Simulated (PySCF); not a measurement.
Two-dimensional NMR puzzle

Compound of formula C₆H₁₃BO₂. Correlations simulated from computed shifts and the bond graph:

HSQC (one-bond C–H):
```tsv
δH	δC
5.50	114.1
5.07	114.1
4.31	67.3
3.55	53.9
1.66	21.5
0.29	-3.6
```

COSY cross peaks (H two or three bonds apart, from the bond graph; peaks can be absent where the dihedral angle is near 90°):
```tsv
δH	δH
5.50	5.07
```

HMBC (two and three bonds, from the bond graph):
```tsv
δH	δC
5.50	152.4, 67.3, 21.5
5.07	152.4, 67.3, 21.5
4.31	152.4, 114.1, 21.5
1.66	152.4, 114.1, 67.3
```

Carbons without hydrogens: δ 152.4.

PySCF 2.14.0 with density-fitted response routines calculation with PBE0-D3(BJ)/def2-SVP geometry and NMR shieldings at B3LYP/pcSseg-1/GIAO; gas phase, one computed conformer, fast rotation and ring inversion assumed for equivalent nuclei, no relativistic terms.

Chemical shifts δ = σref − σ; TMS for $^{1}$H (σref 31.38) and $^{13}$C (σref 179.24), all at this level.

Exchangeable hydrogens are left out of these lists.

Q: Assemble the structure.

A: `C=C(C)COB(C)OC`.

Atoms are numbered as in `[CH2:1]=[C:2]([CH3:3])[CH2:4][O:5][B:6]([CH3:7])[O:8][CH3:9]` (H(Xn): hydrogen on atom n). Ha(C1) is cis to C3; Hb(C1) is trans to C3.

- δC 152.4 is C2, a fully substituted alkene carbon.
- δC 114.1 is C1, a terminal =CH2 carbon (δH 5.50, 5.07).
- δC 67.3 is C4, an allylic sp3 CH2 bonded to O (δH 4.31).
- δC 53.9 is C9, a methyl carbon bonded to O (δH 3.55).
- δC 21.5 is C3, an allylic methyl carbon (δH 1.66).
- δC -3.6 is C7, a methyl carbon bonded to B (δH 0.29).
- HMBC from δH 5.50 reaches the proton-free carbon C2.
- HMBC from δH 5.07 reaches the proton-free carbon C2.
- HMBC from δH 4.31 reaches the proton-free carbon C2.
- HMBC from δH 1.66 reaches the proton-free carbon C2.
- COSY links 5.50–5.07.

The shifts were computed for this structure.

A carbon bonded to boron is broadened by the quadrupolar boron nucleus and is often missing from a measured spectrum. Shifts are as computed. Against solution values, carbons near 30 ppm lie about +2 ppm off and those near 130 ppm about +6 ppm. Of 1211 compounds with measured shifts, 218 miss one by over three times the rms of a fit or turn the order of signals round; such compounds aren't used in these exercises.
